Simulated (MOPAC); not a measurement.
MOPAC input (PM7):

```
PM7 PRECISE GNORM=0.05 LET XYZ UHF MS=0.5 GEO-OK AUX(PRECISION=9) THREADS=1
H5N2Si

N     1.37484500 1   -0.35074800 1    0.28948200 1
Si   -0.01613700 1    0.43703000 1   -0.36254900 1
N    -1.37373800 1   -0.44073900 1    0.21724900 1
H     2.24387100 1    0.15246100 1    0.38273800 1
H     1.53291300 1   -1.33283800 1    0.12230600 1
H     0.12765300 1    1.85147500 1    0.12077300 1
H    -2.26368000 1   -0.43373300 1   -0.25025500 1
H    -1.42258300 1   -0.81538600 1    1.15300300 1
```

From the output:

```
                                                       MOPAC v23.2.5 Linux

          FINAL HEAT OF FORMATION =        -14.73906 KCAL/MOL =     -61.66824 KJ/MOL

          COSMO AREA              =        101.37 SQUARE ANGSTROMS
          COSMO VOLUME            =         87.42 CUBIC ANGSTROMS

          GRADIENT NORM           =          0.03848          =       0.01360 PER ATOM
          IONIZATION POTENTIAL    =          7.736312 EV
          ALPHA SOMO LUMO (EV)    =         -7.736  1.672
          BETA  SOMO LUMO (EV)    =         -9.342 -0.423
          NO. OF ALPHA ELECTRONS  =         10
          NO. OF BETA  ELECTRONS  =          9
          MOLECULAR WEIGHT        =         61.1384         POINT GROUP:  C2

          MOLECULAR DIMENSIONS (Angstroms)

            Atom       Atom       Distance
            H     7    H     4     4.75129
            H     6    H     8     3.32473
            H     6    H     5     0.95348

          SCF CALCULATIONS        =         58

   ATOM   CHEMICAL          X               Y               Z
  NUMBER   SYMBOL      (ANGSTROMS)     (ANGSTROMS)     (ANGSTROMS)

     1       N          1.51497590  *  -0.35048881  *   0.13888904  *
     2      Si         -0.00336023  *   0.44723525  *  -0.11033334  *
     3       N         -1.48696295  *  -0.37221233  *   0.25193780  *
     4       H          2.34985506  *   0.13039067  *   0.42920200  *
     5       H          1.58117975  *  -1.33865612  *   0.31941334  *
     6       H         -0.03203710  *   1.78966934  *  -0.61820937  *
     7       H         -2.33522846  *  -0.23506962  *  -0.27166224  *
     8       H         -1.51334231  *  -1.23465025  *   0.77050805  *

                             CARTESIAN COORDINATES

   1    N        1.514975899    -0.350488806     0.138889045
   2   Si       -0.003360234     0.447235254    -0.110333342
   3    N       -1.486962952    -0.372212330     0.251937800
   4    H        2.349855059     0.130390667     0.429201999
   5    H        1.581179755    -1.338656117     0.319413342
   6    H       -0.032037104     1.789669337    -0.618209368
   7    H       -2.335228461    -0.235069616    -0.271662237
   8    H       -1.513342310    -1.234650245     0.770508053

           Empirical Formula: H5 N2 Si  =     8 atoms

      MOLECULAR POINT GROUP   :   C2

          ALPHA EIGENVALUES
 -36.16720 -35.23122 -17.11886 -16.39215 -15.73653 -14.75799 -13.34753 -11.49431
 -10.50645  -7.73631   1.67231   2.40862   4.79942   5.87628   7.07391   7.08195
   7.66621  21.60647  22.19248  22.50144  23.64063  23.81666

           BETA EIGENVALUES
 -35.78286 -34.83765 -17.01594 -16.26184 -15.51540 -14.64509 -13.29083 -10.35446
  -9.34200  -0.42334   1.80962   2.55915   4.93601   5.97602   7.14944   7.15743
   8.09077  21.86131  22.33574  22.73656  23.68938  23.87082

              NET ATOMIC CHARGES AND DIPOLE CONTRIBUTIONS

  ATOM NO.   TYPE          CHARGE      No. of ELECS.   s-Pop       p-Pop       d-Pop
    1          N          -0.702049        5.7020     1.52840     4.17365
    2         Si           0.179598        3.8204     0.73595     2.86362     0.22083
    3          N          -0.701972        5.7020     1.52840     4.17357
    4          H           0.287983        0.7120     0.71202
    5          H           0.282301        0.7177     0.71770
    6          H           0.083873        0.9161     0.91613
    7          H           0.287973        0.7120     0.71203
    8          H           0.282293        0.7177     0.71771
 DIPOLE           X         Y         Z       TOTAL
 POINT-CHG.     0.002    -0.090     0.034     0.096
 HYBRID         0.036    -1.679     0.635     1.796
 SUM            0.037    -1.769     0.669     1.892

          ATOMIC ORBITAL ELECTRON POPULATIONS

     Atom    s        px        py        pz      x^2-y^2     xz        z^2       yz        xy
    1  N   1.52840   1.25921   1.19225   1.72219
    2 Si   0.73595   0.60205   0.98808   1.27349   0.07146   0.05252   0.02034   0.02133   0.05519
    3  N   1.52840   1.26070   1.39176   1.52111
    4  H   0.71202
    5  H   0.71770
    6  H   0.91613
    7  H   0.71203
    8  H   0.71771

                    (SZ)    =    0.500000
                    (S**2)  =    0.752293

          ATOMIC ORBITAL SPIN POPULATIONS

    Atom   Total    s     px     py     pz   x^2-y^2  xz     z^2    yz     xy
         Atomic
    1  N  0.1893  0.007  0.022  0.011  0.149
    2 Si  0.6666  0.015 -0.008  0.079  0.585 -0.000 -0.005  0.001  0.001 -0.000
    3  N  0.1894  0.007  0.023  0.049  0.111
    4  H -0.0057 -0.006
    5  H -0.0079 -0.008
    6  H -0.0181 -0.018
    7  H -0.0058 -0.006
    8  H -0.0079 -0.008

 **********************
 *                    *
 * JOB ENDED NORMALLY *
 *                    *
 **********************

 == MOPAC DONE ==
```

The geometry given is a B3LYP-D3(BJ)/def2-TZVP minimum.
